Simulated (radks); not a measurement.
Results of a calculation; reference values are marked as such.
Coulomb parameter of the 4f shell of the europium ion Eu3+ in the model configuration [Xe] 4f5 5d1, as a second difference U = [E(n + 0.5) + E(n - 0.5) - 2 E(n)] / (0.5)^2 with all orbitals relaxed. "Bare": the charge of the atom changes with n. "Screened": the 5d shell takes up the change at fixed total charge, which measures U(4f,4f) + U(5d,5d) - 2 U(4f,5d). Level of theory: scalar-relativistic Kohn-Sham, r2SCAN, spin-unpolarised, spherical densities, finite nucleus; meta-GGA in the generalised Kohn-Sham scheme; Fermi nuclear charge, rms radius 5.1115 fm (a radial shooting solver on a logarithmic mesh with Libxc functionals).

| case | configuration | E - E(n) (eV) |
|---|---|---|
| start | [Xe] 4f5 5d1 | 0.000 |
| bare +0.5 | [Xe] 4f5.5 5d1 | -17.531 |
| bare -0.5 | [Xe] 4f4.5 5d1 | 22.400 |
| screened +0.5 | [Xe] 4f5.5 5d0.5 | -6.249 |
| screened -0.5 | [Xe] 4f4.5 5d1.5 | 7.609 |

U(bare) = 19.475 eV, U(screened by 5d) = 5.441 eV, against the Slater integral F0(4f,4f) = 30.296 eV with frozen orbitals.
